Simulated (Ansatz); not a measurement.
System: sum formula TiOF, charge 0, multiplicity 2. The spin state was set by rule; other spins were not relaxed. SMILES: [O]=[Ti][F]
Geometry from a B3LYP-D3(BJ)/def2-TZVP (Ansatz, a quantum-chemistry and plane-wave program) optimisation:
```
Ti
O 1 1.6251
F 1 1.8373 2 123.23
```
Charge 0, spin multiplicity 2.

Quantity: atomisation energy (electronic, to ground-state atoms), in kcal/mol. Cores are frozen in the correlated levels unless marked. UHF or UKS for open shells. Spin-orbit coupling is left out. Frozen are the shells of the preceding noble gas and the d and f shells that filled before the atom's block. Non-relativistic. 

```csv
level,program,atomisation energy (kcal/mol)
BLYP-D4/def2-TZVPD,Ansatz + dftd4,321.3
revPBE-D3(BJ)/def2-TZVPD,Ansatz + dftd3,317.7
PBE0/STO-3G,Ansatz,383.3
PBE0-D4/def2-TZVP,Ansatz + dftd4,293.8
B2GP-PLYP-D3(BJ)/def2-TZVPD,Ansatz + dftd3,291.4
RI-MP2/def2-TZVPP,Ansatz,304.1
```

The Hartree-Fock reference is unstable (checked in the largest basis), which strains HF and MP2.
